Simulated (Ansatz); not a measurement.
Geometry optimisation, RHF/def2-SVP in Ansatz.

Input:

```yaml
crystal:
  periodic: [false, false, false]
  atoms:
    - { symbol: Sn, position_ang: [0.0, 0.0, 0.0] }
    - { symbol: O, position_ang: [0.0, 0.0, 1.96] }
    - { symbol: H, position_ang: [-0.9095, -0.2814, 2.2971] }
    - { symbol: H, position_ang: [1.6408, 0.0, -0.5794] }
    - { symbol: H, position_ang: [-0.8195, 1.4198, -0.5794] }
    - { symbol: Cl, position_ang: [-1.1351, -1.9666, -0.8025] }
basis:
  gaussian: { orbitals: def2-SVP }
hamiltonian:
  xc: hf
relax:
  f_tol: 0.02
  max_steps: 40
output:
  orbitals: {}
```

Run as:

```bash
$ ansatz run input.yaml --threads 1 --pin off --max-ram 2048MiB --backend cpu --events-out ev --progress --plain --runs-dir out
```

Where does it end, and by what steps?

It converged. After 5 steps the energy has fallen by 0.226 eV; H4 moved furthest, 0.11 Å.

| step | energy less start (eV) | largest force component (eV/Å) | accepted |
| --- | --- | --- | --- |
| 0 | 0.0000 | 3.077 | yes |
| 1 | -0.1182 | 0.784 | yes |
| 2 | -0.2219 | 0.168 | yes |
| 3 | -0.2255 | 0.077 | yes |
| 4 | -0.2261 | 0.044 | yes |
| 5 | -0.2263 | 0.014 | yes |

```xyz
6
Properties=species:S:1:pos:R:3
Sn 0.004 0.045 -0.044
O -0.034 -0.020 1.908
H -0.827 -0.289 2.345
H 1.632 -0.058 -0.490
H -0.880 1.376 -0.616
Cl -1.117 -1.883 -0.807
```

The run took 11 s on 1 thread of Arm Neoverse V1 (shared host), peak memory 0.13 GiB.
